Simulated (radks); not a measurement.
Species: Dy. Configuration: [Xe] 4f10 6s2. Method: Dirac Kohn-Sham, BLYP, spin-unpolarised, spherical densities, point nucleus; open shells fill j = l - 1/2 first; computed with a radial shooting solver on a logarithmic mesh with Libxc functionals. Some entries of the table are withheld. Estimate them.

orbital,occ.,eigenvalue (eV),<r^2> (bohr^2)
1s1/2,2,-53608.49,0.0006092
2s1/2,2,-8921.830,0.009458
2p1/2,2,-8484.936,(1)
2p3/2,4,-7684.383,(2)
3s1/2,2,(3),0.06276
3p1/2,2,-1794.771,0.05827
3p3/2,4,-1628.544,0.06523
3d3/2,4,-1301.286,0.05171
3d5/2,6,-1264.986,0.05364
4s1/2,2,-392.1941,0.3172
4p1/2,2,-317.1000,0.3326
4p3/2,4,-279.9185,0.3712
4d3/2,4,-156.3303,0.4234
4d5/2,6,-149.6006,0.4388
5s1/2,2,-48.5662,1.912
5p1/2,2,(4),2.483
5p3/2,4,(5),2.873
6s1/2,2,-3.6255,19.20
4f5/2,6,-3.2577,(6)
4f7/2,4,-2.3835,(7)

Answer. 
(1) 2p1/2 <r^2> (bohr^2): 0.006845
(2) 2p3/2 <r^2> (bohr^2): 0.008071
(3) 3s1/2 eigenvalue (eV): -1985.248
(4) 5p1/2 eigenvalue (eV): -28.4090
(5) 5p3/2 eigenvalue (eV): -23.7277
(6) 4f5/2 <r^2> (bohr^2): 1.071
(7) 4f7/2 <r^2> (bohr^2): 1.151
